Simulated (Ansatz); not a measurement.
`BC[SiH](O)F` from Hartree–Fock to CCSD(T)

```xyz
11

B    -1.2006   -0.6906   -0.8866
C    -0.3570    0.5765   -0.6804
Si    0.5850    0.4378    0.9297
O     1.3473   -0.9940    1.1003
F     1.6485    1.6302    0.9353
H    -0.7648   -1.6202   -1.5040
H    -2.2838   -0.7957   -0.3877
H    -0.9463    1.4909   -0.5464
H     0.4130    0.7401   -1.4422
H    -0.2632    0.5943    2.1247
H     1.8219   -1.3692    0.3574
```

Total charge 0; spin multiplicity 1. The structure was optimised at the PBE0-D4/def2-TZVP level. It is one conformer, not always the lowest. Frozen core, restricted reference, Ansatz. CBS rows extrapolate triple and quadruple zeta; past MP2 they add the triple-zeta difference.

```tsv
basis	HF (Eh)	MP2 corr.	CCSD corr.	(T)	CCSD(T) total
def2-SVP	-529.10717	-0.69132	-0.73688	-0.01609	-529.86014
def2-TZVPP	-529.51988	-0.88493	-0.92232	-0.03094	-530.47314
def2-QZVPP	-529.54111	-0.95632	–	–	–
CBS(def2)	-529.54403	-1.00920	-1.04659	as TZ	-530.62156
```
